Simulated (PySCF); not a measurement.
V(OH)3 (H3O3V), SMILES [OH][V]([OH])[OH] (connectivity only; charge and spin as stated), neutral, multiplicity 3. Atoms are numbered in the order given.

```xyz
7

V      0.0944    -0.0379     0.0000
O     -0.0387    -0.7760    -1.6035
H     -0.4171    -1.5096    -2.0980
O      0.0140     1.7592     0.0000
H     -0.8301     2.2329     0.0000
O     -0.0387    -0.7760     1.6035
H     -0.4170    -1.5096     2.0980
```
Charge 0, spin multiplicity 3.

Geometry: B3LYP-D3(BJ)/def2-SVP. The geometry has at least one imaginary mode, so it is a saddle point at that level. The spin state was assumed, not searched. Other conformers were not sampled.

Level of theory: TDA-CAM-B3LYP/def2-SVPD run with PySCF.

Vertical excitations. 

Computed UV-visible absorptions:
```tsv
state	energy (eV)	λ (nm)	f	main pairs
root 1	0.72	1714	0.000	α HOMO→LUMO 84 %
root 2	0.82	1514	0.000	α HOMO−1→LUMO 91 %
root 3	1.72	722	0.001	α HOMO→LUMO+1 56 %, α HOMO→LUMO+3 35 %
root 4	1.87	664	0.000	α HOMO→LUMO+2 90 %
root 5	2.29	541	0.001	α HOMO−1→LUMO+1 60 %, α HOMO−1→LUMO+3 35 %
root 6	2.49	498	0.002	α HOMO−1→LUMO+2 90 %
root 7	5.01	248	0.000	α HOMO−2→LUMO 48 %, α HOMO→LUMO+3 26 %, α HOMO→LUMO+1 17 %
root 8	5.02	247	0.005	α HOMO−2→LUMO 48 %, α HOMO→LUMO+3 27 %, α HOMO→LUMO+1 18 %
root 9	5.44	228	0.002	α HOMO−1→LUMO+3 54 %, α HOMO−1→LUMO+1 32 %
root 10	5.56	223	0.001	β HOMO→LUMO 89 %
```
Unrestricted roots are not spin-pure.
